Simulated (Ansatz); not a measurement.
C$_{2}$H$_{10}$As$_{2}$Si, singlet, at a GFN2-xTB geometry; PBE/def2-SVPD run with Ansatz (a program for electronic structure).

The Ansatz input:
Ansatz 0.2 input:
```yaml
crystal:
  periodic: [false, false, false]
  atoms:
    - {symbol: C, position_ang: [0.39599205, 0.21788617, 2.35161166]}
    - {symbol: Si, position_ang: [0.14363303, 0.48678452, 0.46836259]}
    - {symbol: C, position_ang: [0.36551733, 2.36293376, 0.13153941]}
    - {symbol: As, position_ang: [1.80174563, -0.78350836, -0.65579903]}
    - {symbol: As, position_ang: [-2.06058832, -0.09373148, -0.18824244]}
    - {symbol: H, position_ang: [-0.32670783, 0.78745844, 2.92989748]}
    - {symbol: H, position_ang: [1.39129188, 0.51633700, 2.67166387]}
    - {symbol: H, position_ang: [0.26737935, -0.83301684, 2.60268286]}
    - {symbol: H, position_ang: [0.24571746, 2.57194545, -0.92956248]}
    - {symbol: H, position_ang: [1.35581819, 2.70028391, 0.42585432]}
    - {symbol: H, position_ang: [-0.36589356, 2.95882490, 0.67198359]}
    - {symbol: H, position_ang: [2.55929041, 0.44947234, -1.05396213]}
    - {symbol: H, position_ang: [1.01865797, -0.69213424, -1.93830937]}
    - {symbol: H, position_ang: [-2.50342259, -0.26013155, 1.23613749]}
    - {symbol: H, position_ang: [-1.68024124, -1.55002760, -0.21899982]}
basis:
  gaussian:
    orbitals: def2-SVPD
hamiltonian:
  xc: pbe
```

It wrote (shortened):

```
Functional definition: PBE
2006 factors; their error is unknown
mean field evaluation 1: about -131740.3338 eV, gradient 7.5e1 eV
mean field evaluation 2: about -131716.6595 eV, gradient 1.1e2 eV
mean field evaluation 4: about -131753.5974 eV, gradient 9.5e0 eV
mean field evaluation 8: about -131753.9016 eV, gradient 2.2e-1 eV
mean field evaluation 16: about -131753.8365 eV, gradient 2.2e-4 eV
mean field -131753.83652398 eV, -4841.8641862982 hartree, gradient 6.2e-5 eV, S^2 0.000000; 0 other end points of the search recorded, 0 dependent functions left out
reference -131753.83657980 eV, -4841.8641883497 hartree; 51, 51 occupied and 169, 169 virtual orbitals, 2006 factors
Total energy: -131753.83657980 eV, -4841.8641883497 hartree
```
